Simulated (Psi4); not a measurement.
CH3O3Re (SMILES [CH3][Re](=[O])(=[O])=[O]), singlet, geometry from GFN2-xTB (such geometries of metal compounds can be far from the true shape) (core potentials on Re). Base run: BLYP/def2-SV(P) run with Psi4.

Input for Psi4:
```
memory 2 GB

molecule mol {
0 1
  Re    0.068741   -0.126948   -0.062067
  O     1.204100    0.711414   -0.922509
  O     0.494307   -0.801485    1.385738
  O    -1.283206   -0.676701   -0.838121
  C    -0.890015    1.643635    0.803609
  H    -0.154888    2.195028    1.391063
  H    -1.713496    1.325200    1.443942
  H    -1.268722    2.273221   -0.002464
}

set basis def2-sv(p)
set reference rks

energy('blyp')
print_variables()
```

Each row names what was changed in the base input (with any setting that the change needs).

```csv
change,ΔE vs base (µEh),SCF cycles,grid points,basis functions
base,0.0,13,173262,87
scf_type = disk_df,0.0,13,173262,87
cholesky_tolerance = 1e-6 (with scf_type cd),59.8,13,173262,87
scf_type = mem_df,0.0,13,173262,87
dft_radial_scheme = becke,-5.9,13,154700,87
puream = false,-9541,13,173262,93
dft_radial_points = 35,91.8,13,82032,87
e_convergence = 1e-4,0.0,13,173262,87
scf_initial_accelerator = ediis,0.0,13,173262,87
dft_radial_scheme = multiexp,-6.5,13,180019,87
dft_nuclear_scheme = stratmann,8.8,13,158999,87
d_convergence = 1e-4,0.0,12,173262,87
scf_initial_accelerator = none,0.0,13,173262,87
```
